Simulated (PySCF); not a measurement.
## Assigning NMR signals

Geometry:
```tsv
atom	x (Å)	y (Å)	z (Å)
C1	-2.729	-0.574	-0.425
C2	-1.434	-0.736	-0.617
C3	-0.507	0.338	-1.112
N4	0.602	0.578	-0.207
C5	0.245	1.146	1.070
C6	1.652	-0.306	-0.252
C7	2.501	-0.589	0.733
F8	3.558	-1.407	0.486
H9	-3.358	-1.369	-0.061
H10	-3.219	0.362	-0.636
H11	-0.955	-1.681	-0.393
H12	-0.092	0.043	-2.082
H13	-1.053	1.276	-1.244
H14	1.122	1.624	1.505
H15	-0.135	0.397	1.775
H16	-0.524	1.901	0.917
H17	1.819	-0.765	-1.216
H18	2.498	-0.234	1.748
```

PySCF 2.14.0 with density-fitted response routines calculation with PBE0/pcSseg-1 with gauge-including orbitals and structure optimised with GFN2-xTB; no relativistic terms, one conformer, one averaged value for each set of equivalent atoms, no solvent.

Shifts are taken against calculated references (same method and geometry level): TMS for ¹³C (σ = 186.93 ppm) and ¹H (σ = 31.72 ppm).

Q: Assign these signals to the numbered atoms. ¹³C{¹H} NMR (computed): δ 144.4 (CH), 141.0 (CH), 132.3 (CH), 124.0 (CH2), 65.7 (CH2), 36.6 (CH3).

A: 
```tsv
δ (ppm)	atoms	environment	reason
144.4	C2	alkene CH	as expected for a trigonal carbon in a double bond
141.0	C7	β carbon of an enol-ether or enamine type C=C	–
132.3	C6	alkene carbon bearing nitrogen	an sp2 carbon of a C=C bond
124.0	C1	terminal =CH2 carbon	as expected for a trigonal carbon in a double bond
65.7	C3	allylic sp3 CH2 bonded to N	the inductive effect lowers its shielding
36.6	C5	methyl carbon bonded to N	the inductive effect lowers its shielding
```

Q: Assign these signals to the numbered atoms. ¹H NMR (300 MHz, computed): δ 6.55 (m, 1H), 6.49 (m, 1H), 6.10 (m, 1H), 5.48 (m, 1H), 5.44 (m, 1H), 3.54 (d, 2H), 2.38 (s, 3H).

A: 
6.55 → H17, hydrogen on an alkene carbon bearing nitrogen: a vinylic proton, deshielded by the sp2 carbon and the C=C anisotropy
6.49 → H18, hydrogen on a β carbon of an enol-ether or enamine type C=C: attached to an sp2 carbon and in the plane of the double bond
6.10 → H11, hydrogen on an alkene CH: a vinylic proton, deshielded by the sp2 carbon and the C=C anisotropy
5.48 → H10, hydrogen on a terminal =CH2 carbon: olefinic region
5.44 → H9, hydrogen on a terminal =CH2 carbon
3.54 → H12/H13, hydrogen on an allylic sp3 CH2 bonded to N: its carbon carries N, hence the downfield position
2.38 → H14/H15/H16, hydrogen on a methyl carbon bonded to N: its carbon carries N, hence the downfield position

H17 and H18; H10 and H9 lie closer than the usual error of such a calculation, so a measured spectrum could show them in the other order.

Splittings by ¹⁹F in the carbon and heteronuclear signals aren't shown, as no couplings were computed. Shifts are as computed. Against solution values, carbons near 30 ppm lie about +3 ppm off and those near 130 ppm about +5 ppm. Of 1211 compounds with measured shifts, 218 miss one by over three times the rms of a fit or turn the order of signals round; such compounds aren't used in these exercises. No couplings were computed; multiplicities are counted from neighbouring protons, with m where these are inequivalent, close in shift, in a saturated or five-membered ring or joined by F or P, and br s for small geminal =CH2 splittings.
